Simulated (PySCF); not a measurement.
C4H4N, SMILES c1c[c]c[nH]1, multiplicity 2. Atoms are numbered in the order given.

```xyz
9

C      1.2465     0.0704     0.0000
C      0.5209    -1.0975     0.0000
N     -0.8021    -0.7033     0.0000
C     -0.8930     0.6650     0.0000
C      0.3936     1.1935     0.0000
H      0.8083    -2.1464     0.0000
H     -1.5951    -1.3337     0.0000
H     -1.8614     1.1641     0.0000
H      0.6547     2.2503     0.0000
```
Charge 0, spin multiplicity 2.

Coordinates come from a r2SCAN-D4/def2-SVP optimisation. The isomer is the one that the SMILES or the coordinates give; other isomers of the formula were not compared.

These are PySCF with PBE0/pcH-1 values and carry that method's errors.

Unrestricted Kohn–Sham, ⟨S²⟩ = 0.760. Hyperfine tensors hold the contact and dipolar terms, without spin-orbit corrections.

Computed hyperfine couplings:
```json
[
 {"nucleus": "13C no. 1", "A(iso) (MHz)": "510.0", "A(iso) (G)": "182.0", "dipolar principal values (MHz)": "-76.7, -56.8, 133.5"},
 {"nucleus": "13C no. 2", "A(iso) (MHz)": "61.7", "A(iso) (G)": "22.0", "dipolar principal values (MHz)": "-17.3, 0.1, 17.2"},
 {"nucleus": "14N no. 3", "A(iso) (MHz)": "24.5", "A(iso) (G)": "8.8", "dipolar principal values (MHz)": "-2.4, -0.7, 3.1"},
 {"nucleus": "13C no. 4", "A(iso) (MHz)": "54.5", "A(iso) (G)": "19.4", "dipolar principal values (MHz)": "-4.1, -0.9, 5.0"},
 {"nucleus": "13C no. 5", "A(iso) (MHz)": "28.1", "A(iso) (G)": "10.0", "dipolar principal values (MHz)": "-12.5, -2.6, 15.1"},
 {"nucleus": "1H no. 6", "A(iso) (MHz)": "15.1", "A(iso) (G)": "5.4", "dipolar principal values (MHz)": "-5.8, -4.3, 10.1"},
 {"nucleus": "1H no. 7", "A(iso) (MHz)": "16.6", "A(iso) (G)": "5.9", "dipolar principal values (MHz)": "-3.2, -1.1, 4.3"},
 {"nucleus": "1H no. 8", "A(iso) (MHz)": "13.2", "A(iso) (G)": "4.7", "dipolar principal values (MHz)": "-2.8, -2.1, 5.0"},
 {"nucleus": "1H no. 9", "A(iso) (MHz)": "20.9", "A(iso) (G)": "7.4", "dipolar principal values (MHz)": "-6.2, -5.0, 11.2"}
]
```

### Question
And the g tensor (effective nuclear charges for spin-orbit coupling, GIAO)? (Estimate from the structure and the level; the computed values follow.)

### Answer
principal values 2.0016, 2.0022, 2.0027; isotropic 2.0022.
